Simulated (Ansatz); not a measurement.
Program: Ansatz. Geometries: PBE0-D4/def2-TZVP. ΔE: electronic, gas phase. CBS: MP2 limit from def2 TZ/QZ plus the TZ coupled-cluster correction, frozen cores. This one scheme is used for every species. Functionals use def2-TZVPP. B3LYP here is the variant with VWN-RPA as its local correlation; programs differ in this. For Se outer-core shells are correlated without core-valence functions, which leaves a few kJ/mol of doubt a bond. Scalar relativity is left out up to krypton. One conformer a species, not always the lowest.

Consider the ligand exchange at the Si–Se bond: `[SeH][SiH]1CS1` + H–F → `F[SiH]1CS1` + H₂Se.

```
             level  ΔE (kJ/mol)  difference from CCSD(T)/CBS
         r2SCAN-D4        -68.0                         -7.7
           PBE0-D4        -54.8                          5.5
          B3LYP-D4        -68.9                         -8.6
           ωB97X-V        -71.2                        -10.9
            B2PLYP        -73.2                        -12.9
               PBE        -60.3                          0.0
SCS-MP2/def2-TZVPP        -66.5                         -6.2
SCS-MP2/def2-QZVPP        -64.7                         -4.4
      HF/CBS(def2)        -92.0                        -31.7
     MP2/CBS(def2)        -52.2                          8.1
       CCSD(T)/CBS        -60.3                            0
```

Largest T1 diagnostic among the species: 0.012.

In def2-TZVPP, CCSD(T) changes the Hartree–Fock value by +24.3 kJ/mol (the triples alone add +4.6 kJ/mol) and MP2 by +32.4 kJ/mol. The D4 term adds +10.1 kJ/mol with B3LYP and +5.6 kJ/mol with PBE0; it sums over pairs of atoms, weighted by their polarisabilities, and B3LYP, whose exchange is more repulsive, gets the larger term.
